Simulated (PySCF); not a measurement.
Species: C6H14OSi.
Geometry (PBE0-D3(BJ)/def2-SVP, Å), atoms numbered from 1 in this order:
```
atom  x, y, z in Å
C1     3.4212   -0.1009    0.6577
O2     2.0940   -0.5073    0.5658
C3     1.3472    0.2310   -0.3562
C4    -0.0862   -0.2565   -0.3558
C5    -0.7673   -0.1140    1.0112
C6    -2.2360   -0.5416    0.8828
Si7   -2.7299    0.1224   -0.8268
C8    -0.9514    0.4627   -1.4053
H9     3.9552   -0.2011   -0.3087
H10    3.9220   -0.7380    1.4002
H11    3.5116    0.9551    0.9838
H12    1.3710    1.3139   -0.1009
H13    1.7805    0.1357   -1.3746
H14   -0.0589   -1.3347   -0.6024
H15   -0.2216   -0.6886    1.7746
H16   -0.7118    0.9477    1.3173
H17   -2.3155   -1.6419    0.8761
H18   -2.8613   -0.1802    1.7126
H19   -3.5636    1.3649   -0.7744
H20   -3.4556   -0.8807   -1.6681
H21   -0.7338    0.1326   -2.4324
H22   -0.7646    1.5507   -1.3679
```

All values: PBE0/pcSseg-1 (PySCF, non-relativistic), on one gas-phase PBE0-D3(BJ)/def2-SVP geometry that isn't relaxed in the solvent. The solvent is an IEF-PCM continuum (cavity from Bondi-type radii × 1.2). Specific hydrogen bonds and non-electrostatic terms are outside this model.

```
run  E − E(gas) (kJ/mol)  HOMO (eV)  HOMO–LUMO gap (eV)  dipole (D)
gas                 0.00      -7.36                8.45        1.29
  P               -11.41      -7.33                8.49        1.72
  Q                -4.88      -7.33                8.46        1.46
```

**Question.** The runs were made in benzene and dimethylsulfoxide. Which run belongs to which solvent?

**Answer.** P = dimethylsulfoxide, Q = benzene. The dielectric constants are 2.271 (benzene), 46.83 (dimethylsulfoxide), and the energy falls further as ε rises. In this model the ground state sees the solvent through ε alone.

**Question.** How constant is the ratio of the lowering to (ε − 1)/(2ε + 1)?

**Answer.** 
```csv
solvent,(ε − 1)/(2ε + 1),E − E(gas) (kJ/mol),ratio (kJ/mol),polarisation term (kJ/mol)
benzene,0.229,-4.88,-21.3,-5.14
dimethylsulfoxide,0.484,-11.41,-23.6,-13.07
```

The ratio changes by +10.7 % in size from benzene to dimethylsulfoxide. The polarisation term is half the interaction of the solute with the induced surface charges.
